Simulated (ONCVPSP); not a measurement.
u(r) = r·R(r): atom against pseudo-atom (Pt)

Columns: radius, all-electron u(r) and pseudo u(r) of the 5p shell (level -58.12 eV) of platinum in the configuration [Kr] 4d10 4f14 5s2 5p6 5d9 6p1; PBEsol, scalar-relativistic, ONCV scheme, ONCVPSP 4.0.1.

```json
{"r (bohr)": "0.115", "all-electron": "0.3539", "pseudo": "0.0359"}
{"r (bohr)": "0.230", "all-electron": "-0.1223", "pseudo": "0.1380"}
{"r (bohr)": "0.345", "all-electron": "-0.5970", "pseudo": "0.2911"}
{"r (bohr)": "0.460", "all-electron": "-0.3100", "pseudo": "0.4732"}
{"r (bohr)": "0.575", "all-electron": "0.2366", "pseudo": "0.6592"}
{"r (bohr)": "0.690", "all-electron": "0.7007", "pseudo": "0.8252"}
{"r (bohr)": "0.805", "all-electron": "0.9847", "pseudo": "0.9518"}
{"r (bohr)": "0.920", "all-electron": "1.1046", "pseudo": "1.0268"}
{"r (bohr)": "1.035", "all-electron": "1.1068", "pseudo": "1.0461"}
{"r (bohr)": "1.150", "all-electron": "1.0373", "pseudo": "1.0131"}
{"r (bohr)": "1.265", "all-electron": "0.9311", "pseudo": "0.9380"}
{"r (bohr)": "1.380", "all-electron": "0.8115", "pseudo": "0.8345"}
{"r (bohr)": "1.495", "all-electron": "0.6927", "pseudo": "0.7178"}
{"r (bohr)": "1.610", "all-electron": "0.5824", "pseudo": "0.6013"}
{"r (bohr)": "1.725", "all-electron": "0.4841", "pseudo": "0.4947"}
{"r (bohr)": "1.840", "all-electron": "0.3989", "pseudo": "0.4031"}
{"r (bohr)": "1.955", "all-electron": "0.3265", "pseudo": "0.3275"}
{"r (bohr)": "2.070", "all-electron": "0.2658", "pseudo": "0.2658"}
{"r (bohr)": "2.185", "all-electron": "0.2155", "pseudo": "0.2154"}
{"r (bohr)": "2.300", "all-electron": "0.1741", "pseudo": "0.1740"}
{"r (bohr)": "2.415", "all-electron": "0.1402", "pseudo": "0.1402"}
{"r (bohr)": "2.530", "all-electron": "0.1127", "pseudo": "0.1126"}
{"r (bohr)": "2.645", "all-electron": "0.0904", "pseudo": "0.0903"}
{"r (bohr)": "2.760", "all-electron": "0.0723", "pseudo": "0.0723"}
{"r (bohr)": "2.875", "all-electron": "0.0578", "pseudo": "0.0578"}
{"r (bohr)": "2.990", "all-electron": "0.0462", "pseudo": "0.0461"}
```

Problem. How many radial nodes do the two functions have?

Solution. The all-electron 5p function has n − l − 1 = 3 (the table is too coarse to show those close to the nucleus); the pseudo-wave has 0, since the states of the same l below it are removed with the core.

Problem. At about which radius was the pseudo-wave matched?

Solution. 2.20 bohr. The columns agree to 0.0005 from 2.07 bohr on; several derivatives are matched, so the curves merge somewhat inside the radius.

Problem. Where does each function peak?

Solution. Outermost all-electron maximum near 1.03 bohr, pseudo maximum near 1.03 bohr (to the table’s step).

Problem. Is the pseudo-wave norm-conserving?

Solution. Yes: the ONCV scheme keeps the norm inside the radius equal to the all-electron one, which fixes the energy derivative of the logarithmic derivative at the level.
